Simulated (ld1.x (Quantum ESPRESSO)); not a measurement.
**Plane-wave convergence, RRKJ potential for N**

- Element: N
- Generator: ld1.x (Quantum ESPRESSO) 7.5
- Type: norm-conserving RRKJ (Kleinman–Bylander form)
- Functional: PBE
- Relativity: non-relativistic
- Frozen core: [He]
- Valence charge: 5
- Reference configuration: 2s1.75 2p3.25
- Partial waves: 2s (bound): rc 1.05 bohr; 2p (bound): rc 1.40 bohr
- Local potential: the p channel
- Core correction: none

The pseudo-atom Hamiltonian at the reference potential is diagonalised in spherical Bessel functions j_l(qr) that vanish at 20 bohr, with q² up to the cutoff. All-electron valence levels (Ry): 2s -1.3724, 2p -0.5294.

Q: How do the lowest levels (Ry) of each channel move with the cutoff, and are there ghosts?

A:

```json
{"cutoff (Ry)": "8", "s #1": "-1.1789", "s #2": "-0.0087", "p #1": "-0.1161", "p #2": "0.0481", "d #1": "0.0768", "f #1": "0.1195", "Σ f·Δε (mRy)": "1681.9"}
{"cutoff (Ry)": "18", "s #1": "-1.2218", "s #2": "-0.0100", "p #1": "-0.3065", "p #2": "0.0401", "d #1": "0.0768", "f #1": "0.1195", "Σ f·Δε (mRy)": "988.2"}
{"cutoff (Ry)": "35", "s #1": "-1.3136", "s #2": "-0.0129", "p #1": "-0.4887", "p #2": "0.0365", "d #1": "0.0768", "f #1": "0.1195", "Σ f·Δε (mRy)": "235.3"}
{"cutoff (Ry)": "50", "s #1": "-1.3553", "s #2": "-0.0141", "p #1": "-0.5236", "p #2": "0.0359", "d #1": "0.0768", "f #1": "0.1195", "Σ f·Δε (mRy)": "48.9"}
{"cutoff (Ry)": "80", "s #1": "-1.3713", "s #2": "-0.0146", "p #1": "-0.5291", "p #2": "0.0358", "d #1": "0.0768", "f #1": "0.1195", "Σ f·Δε (mRy)": "2.8"}
{"cutoff (Ry)": "120", "s #1": "-1.3724", "s #2": "-0.0146", "p #1": "-0.5294", "p #2": "0.0358", "d #1": "0.0768", "f #1": "0.1195", "Σ f·Δε (mRy)": "0.2"}
{"cutoff (Ry)": "400", "s #1": "-1.3725", "s #2": "-0.0146", "p #1": "-0.5294", "p #2": "0.0358", "d #1": "0.0768", "f #1": "0.1195", "Σ f·Δε (mRy)": "0.0"}
```

Result: no extra level below or beside the all-electron valence levels (s, p, d, f tested); 10 mRy is reached at 70 Ry and 1 mRy at 100 Ry.

Its largest configuration-test error is +975 meV.
